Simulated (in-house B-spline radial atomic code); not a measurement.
# Excitations of Ga+ by several methods

Full response, energies in eV; labels give the largest channel, * marks a mixed state, a dash one above the method's threshold, and an imaginary frequency an unstable closed-shell reference. Computed with a B-spline radial code for spherical atoms: linear response of the closed shell [Ar] 3d10 4s2 with each method's own kernel (bare exchange for TDHF, static screening on G0W0 levels for BSE, the adiabatic kernel for functionals); scalar-relativistic (spin-free one-electron X2C), finite nucleus, no spin-orbit coupling, no double excitations, S, P, D and F terms only; shells from n = 2 respond. Only terms of natural parity with L up to 3 were computed.

```
           method  4s → 4p 3P  4s → 4p 1P  4s → 5s 3S  α (bohr³)
             TDHF       4.082       8.016      11.407      21.28
   BSE on G0W0@HF       5.713       8.886      12.795      18.19
         LDA VWN5       6.432       9.041      12.684      16.72
              PBE           ?           ?           ?          ?
             PBE0       5.692       8.643      12.184      18.33
  B3LYP (VWN-RPA)       6.055       8.838      12.366      17.49
        CAM-B3LYP       5.922       8.761      12.420      17.71
          LC-wPBE       5.369       8.497      12.451      18.68
            wB97X       6.593       8.715      12.530       17.8
            HSE06       5.806       8.708      12.349      18.03
        BHandHLYP       5.634       8.591      12.242      18.52
             BLYP       6.282       8.994      12.275      16.87
           PBEsol       6.026       8.875      12.291      17.39
             BP86       6.061       8.911      12.511      17.25
LDA exchange-only       5.685       8.868      11.643      17.25
            B97-1       6.289       8.708      12.150      18.06
             RPBE       5.861       8.744      11.945      17.93
             OLYP           ?           ?           ?          ?
```

Problem. What does PBE give?

Solution. 4s → 4p 3P: 6.060; 4s → 4p 1P: 8.864; 4s → 5s 3S: 12.174; α: 17.42 (eV, bohr³).

Problem. What does OLYP give?

Solution. 4s → 4p 3P: 5.604; 4s → 4p 1P: 8.653; 4s → 5s 3S: 11.657; α: 18.32 (eV, bohr³).

Problem. How do the methods fare for 4s → 4p 3P against experiment?

Solution. The measured term average is 5.987 eV (NIST). Among the methods with a real root, errors run from -1.90 eV (TDHF) to +0.61 eV (wB97X); PBEsol is closest (+0.04 eV).

Problem. How do the methods fare for 4s → 4p 1P against experiment?

Solution. The measured term average is 8.766 eV (NIST). Among the methods with a real root, errors run from -0.75 eV (TDHF) to +0.28 eV (LDA VWN5); CAM-B3LYP is closest (-0.01 eV).
